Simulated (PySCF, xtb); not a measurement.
Dissociation curve of O2 (anion, charge -1), doublet.

Levels: UKS-M06-2X/6-31G* = unrestricted M06-2X/6-31G*, spherical d run with PySCF; GFN1-xTB (xtb); UHF/aug-cc-pVDZ (PySCF); UCCSD(T) = CCSD(T) on UHF/aug-cc-pVDZ, 2 core orbitals frozen (PySCF).

Energies relative to the lowest point of each curve near equilibrium, in eV:

| R / Å | UKS-M06-2X/6-31G* | GFN1-xTB | UHF |
|---|---|---|---|
| 1.06 | 3.475 | 4.655 | 2.680 |
| 1.13 | 1.597 | 2.320 | 1.098 |
| 1.19 | 0.678 | 1.109 | 0.375 |
| 1.26 | 0.145 | 0.330 | 0.028 |
| 1.28 | 0.071 | 0.203 | 0.000 |
| 1.33 | 0.000 | 0.025 | 0.035 |
| 1.36 | 0.021 | 0.000 | 0.113 |
| 1.40 | 0.106 | 0.042 | 0.269 |

**Question.** What does UCCSD(T) give at the same points?

**Answer.** 1.06: 3.429; 1.13: 1.687; 1.19: 0.805; 1.26: 0.247; 1.28: 0.156; 1.33: 0.025; 1.36: 0.000; 1.40: 0.016 (eV).

The scan ran from 1.06 to 5.28 Å; beyond the distances shown one of the unrestricted levels run for this scan, shown here or not, changes its spin distribution in one step. Where the anion isn't bound against loss of the electron, the finite basis alone holds it.
